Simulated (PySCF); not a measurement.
**Ionisation energy of Sr⁺ by level of theory**

Sr⁺ [Kr] 5s1 (2S) → Sr²⁺ [Kr] (1S), as a difference of total energies. Calculation: PySCF 2.14, in def2-TZVPPD with the def2 core potential (28 electrons) (6s4p3d1f, 40 functions); a scalar-relativistic core potential. Correlated levels: valence and next inner shell: nothing frozen outside the core potential. The calculations carry no spin-orbit coupling.

| method | ionisation energy (eV) |
| --- | --- |
| UHF | 10.442 |
| MP2 (valence and next inner shell) | 10.915 |
| SCS-MP2 (valence and next inner shell) | 10.820 |
| CCSD (valence and next inner shell) | 10.876 |
| CCSD(T) (valence and next inner shell) | 10.900 |

**Question.** How much does correlation contribute at CCSD(T) (valence and next inner shell)?

**Answer.** 10.900 − (10.442) = 0.458 eV, measured against UHF.

Errors of the correlated levels include the incompleteness of this basis.

For comparison: 11.030 eV (measured; NIST Atomic Spectra Database, ionization energies).
